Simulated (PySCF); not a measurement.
This PySCF input asks for the NMR shieldings of `InChI=1S/C5H12BF3O2/c1-11(6)4-2-3-10-5(7,8)9/h2-4H2,1,6H3`; the geometry comes from GFN2-xTB.

```python
import basis_set_exchange as bse
import numpy as np
from pyscf import gto, dft
from pyscf.prop import nmr

atoms = """
B    -2.679214   -1.154688   -0.185901
O    -1.466880   -0.019287   -0.302768
C    -1.885246    1.102425   -1.060114
C    -0.945772    0.325800    0.973809
C     0.499453    0.817753    0.895635
C     1.393978   -0.228997    0.243939
O     2.735145    0.300889    0.239141
C     3.652379   -0.482338   -0.289281
F     3.438824   -0.766391   -1.588760
F     3.761262   -1.679150    0.316672
F     4.839442    0.103477   -0.210247
H    -2.146705   -2.073134    0.342556
H    -3.539356   -0.652511    0.465558
H    -2.984180   -1.365438   -1.309782
H    -1.051967    1.790085   -1.218310
H    -2.710952    1.624077   -0.566210
H    -2.232860    0.723732   -2.018472
H    -1.579574    1.082673    1.451567
H    -0.993543   -0.588990    1.566380
H     0.576351    1.748372    0.332191
H     0.858819    1.012888    1.905860
H     1.376572   -1.164809    0.811998
H     1.079274   -0.429455   -0.785383
"""
names = dict.fromkeys(["B", "O", "C", "F", "H"], "pcSseg-1")
basis = {el: gto.basis.parse(bse.get_basis(n, elements=[el], fmt="nwchem")) for el, n in names.items()}
mol = gto.M(atom=atoms, basis=basis, charge=0, verbose=0)
mf = dft.RKS(mol, xc="PBE0")
mf.grids.level = 2
mf.grids.alignment = dft.numint.BLKSIZE   # the property module wants whole blocks of grid points
mf.conv_tol = 1e-9
mf.kernel()

calc = nmr.RKS(mf)   # GIAO
C = mf.mo_coeff
Co = C[:, mf.mo_occ > 0]
resp = mf.gen_response(singlet=True, hermi=2)
def vind(x):   # induced exchange potential for any number of trial vectors
    d = np.einsum("pi,xij,qj->xpq", C, 2 * x.reshape(-1, C.shape[1], Co.shape[1]), Co, optimize=True)
    return np.einsum("xpq,pi,qj->xij", resp(d - d.transpose(0, 2, 1)), C, Co, optimize=True).ravel()
mo1, _ = nmr.rhf.solve_mo1(calc, with_cphf=vind)
sigma = calc.kernel(mo1)
for i, s in enumerate(sigma):   # ppm
    print("%2d %-2s %9.2f" % (i, mol.atom_pure_symbol(i), np.trace(s) / 3))
```

**Question.** What does it print?

**Answer.** 
```
 0 B      96.58
 1 O     318.72
 2 C     123.50
 3 C     109.65
 4 C     157.27
 5 C     118.27
 6 O     225.56
 7 C      56.28
 8 F     249.77
 9 F     250.26
10 F     247.41
11 H      28.59
12 H      28.48
13 H      28.57
14 H      28.03
15 H      28.56
16 H      27.68
17 H      28.19
18 H      27.37
19 H      29.41
20 H      30.00
21 H      27.54
22 H      27.32
```

These numbers come from an equivalent density-fitted implementation of the same equations, which agrees with the script to about 0.01 ppm for H and up to a few tenths of a ppm for heavy atoms, so last digits may differ.

Size and cost of the density-fitted run: 247 basis functions, 98 s wall time on 1 thread of an Arm Neoverse N1, shared host.
